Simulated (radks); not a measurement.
Results of a calculation; reference values are marked as such.
Q: Ionisation of Sb, [Kr] 4d10 5s2 5p3, to Sb+, [Kr] 4d10 5s2 5p2, under several functionals. Scalar-relativistic Kohn-Sham, spin-polarised, spherical densities, point nucleus; open shells are filled with parallel spins first (spin-orbit coupling, left out, can overturn this in heavy ions); a radial shooting solver on a logarithmic mesh with Libxc functionals. Known Delta-SCF values: XLYP 8.693 eV; LDA (Slater exchange, VWN5 correlation) 9.051 eV; exchange-only B88 8.337 eV. What does exchange-only PBE give, and what is its highest occupied eigenvalue?

A: 8.326 eV by Delta-SCF; the 5p eigenvalue is -4.896 eV. NIST: 8.608 eV (measured).
